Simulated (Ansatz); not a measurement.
One change: `[OH][Zr]([OH])([OH])[Cl]` becomes `[OH][Zr]([OH])([OH])[F]`.

Ansatz, PBE0-D4/def2-TZVP geometries, multiplicity 1. Each molecule was computed in one conformer, which needn't be the lowest.

Elements past krypton have def2 core potentials.

```json
{"property": "HOMO energy (B3LYP/def2-TZVPP) / eV", "`[OH][Zr]([OH])([OH])[Cl]`": "-8.30"}
{"property": "HOMO–LUMO gap (ωB97M-V/def2-TZVPP) / eV", "`[OH][Zr]([OH])([OH])[Cl]`": "11.45"}
{"property": "LUMO energy (PBE/def2-TZVPP) / eV", "`[OH][Zr]([OH])([OH])[Cl]`": "-1.04"}
{"property": "LUMO energy (B3LYP/def2-TZVPP) / eV", "`[OH][Zr]([OH])([OH])[Cl]`": "-0.57"}
{"property": "size of the dipole moment (PBE/def2-TZVPP) / D", "`[OH][Zr]([OH])([OH])[Cl]`": "3.72"}
{"property": "LUMO energy (PBE0/def2-TZVPP) / eV", "`[OH][Zr]([OH])([OH])[Cl]`": "-0.26"}
```

**Question.** Give the same properties after the change, and the shifts. (An estimate is asked.)

**Answer.** Ansatz gave: 
```csv
property,`[OH][Zr]([OH])([OH])[F]`,shift
HOMO energy (B3LYP/def2-TZVPP) / eV,-8.68,-0.38
HOMO–LUMO gap (ωB97M-V/def2-TZVPP) / eV,11.99,0.54
LUMO energy (PBE/def2-TZVPP) / eV,-0.88,0.16
LUMO energy (B3LYP/def2-TZVPP) / eV,-0.55,0.02
size of the dipole moment (PBE/def2-TZVPP) / D,3.12,-0.60
LUMO energy (PBE0/def2-TZVPP) / eV,-0.24,0.02
```

Dipoles are sizes alone; their direction can turn.

B3LYP here is the variant with VWN-RPA as its local correlation; programs differ in this.
